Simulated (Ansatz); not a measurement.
Relaxation of C$_{3}$H$_{5}$BGe (10 atoms, charge 0, multiplicity 1), to a largest force component of 0.02 eV/Å in at most 50 steps.

The calculation used Ansatz, RKS PBE0/def2-SVP.

```xyz
10
Properties=species:S:1:pos:R:3
C -1.682 0.548 2.340
C -1.059 0.301 1.371
B -0.229 -0.061 0.142
C 0.256 -1.018 -1.013
Ge 1.387 0.358 -1.236
H -2.323 0.862 3.166
H -0.566 -1.085 -1.798
H 0.677 -1.962 -0.670
H 0.935 1.646 -1.950
H 2.686 0.360 -0.348
```

Q: Where does it end, and by what steps?

A: The forces met the threshold. After 15 steps the energy has fallen by 1.228 eV; H9 moved furthest, 1.00 Å.

```csv
step,energy less start (eV),largest force component (eV/Å),accepted
0,0.0000,5.654,yes
1,-0.7373,1.668,yes
2,-0.9989,1.149,yes
3,-1.0335,0.458,yes
4,-1.0564,0.169,yes
5,-1.0600,0.084,yes
6,-1.0823,0.202,yes
7,-1.0932,0.518,yes
8,-1.1652,0.351,yes
9,-1.1956,0.286,yes
10,-1.2142,0.401,yes
11,-1.2225,0.239,yes
12,-1.2067,0.507,no
13,-1.2271,0.061,yes
14,-1.2277,0.024,yes
15,-1.2279,0.018,yes
```

```xyz
10
Properties=species:S:1:pos:R:3
C -1.549 0.430 2.409
C -1.038 0.267 1.313
B -0.458 0.123 -0.068
C -0.051 -1.008 -0.941
Ge 1.200 0.794 -0.912
H -1.996 0.573 3.376
H -0.016 -0.955 -2.036
H 0.013 -2.040 -0.569
H 1.443 0.922 -2.421
H 2.536 0.842 -0.147
```

Time of the run: 57 s on 2 threads of Arm Neoverse V1 (shared host), peak memory 0.27 GiB.
